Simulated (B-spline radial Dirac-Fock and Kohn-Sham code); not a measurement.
# Two-hole binding energies of Rh²⁺

System: rhodium as Rh²⁺, [Kr] 4d7, inside a Watson sphere of charge -2 and radius 2.2 Å (a model of the Madelung potential; inside it an electron's potential energy is raised by 13.1 eV).

Input of the calculation (task.json; shells as n, l, electrons):

```json
{"items": [{
  "Z": 45,
  "q": 2,
  "cfg": [[1, 0, 2], [2, 0, 2], [2, 1, 6], [3, 0, 2], [3, 1, 6], [3, 2, 10], [4, 0, 2], [4, 1, 6], [4, 2, 7]],
  "A": 103,
  "rrms": 4.4945,
  "watson": [-2, 2.2],
  "do": ["binding", "quiet", "double"]
}]}
```

Command: `python xray_run.py task.json out`

Model: Dirac-Fock energy differences between relaxed states, corrected for Breit and QED terms. Program: a B-spline atomic structure program. U is the two-hole binding energy less the two single-hole energies, the effective repulsion of the holes after relaxation. Each two-hole energy is an average over J within one jj subconfiguration.

```csv
holes,E(a) (eV),E(b) (eV),E(ab) (eV),U (eV)
1s⁻²,23238.7,23238.7,47178.5,701.2
1s⁻¹ 2p1/2⁻¹,23238.7,3167.0,26599.8,194.1
1s⁻¹ 2p3/2⁻¹,23238.7,3024.5,26444.3,181.2
1s⁻¹ 3p1/2⁻¹,23238.7,543.5,23838.7,56.6
1s⁻¹ 3p3/2⁻¹,23238.7,518.3,23811.0,54.0
2s⁻¹ 2p1/2⁻¹,3437.6,3167.0,6709.4,104.8
2s⁻¹ 2p3/2⁻¹,3437.6,3024.5,6564.6,102.5
2p3/2⁻²,3024.5,3024.5,6175.5,126.6
2s⁻¹ 3p3/2⁻¹,3437.6,518.3,?,?
2p1/2⁻¹ 3s⁻¹,3167.0,649.8,3863.8,47.0
2p1/2⁻¹ 3p3/2⁻¹,3167.0,518.3,3733.7,48.4
2p3/2⁻¹ 3p1/2⁻¹,3024.5,543.5,3617.3,49.4
3p1/2⁻¹ 3p3/2⁻¹,543.5,518.3,1098.2,36.4
3p3/2⁻²,518.3,518.3,1073.7,37.0
```

Q: Give the missing two-hole energy and U.

A: E(ab) = 4002.7 eV and U = 46.7 eV.
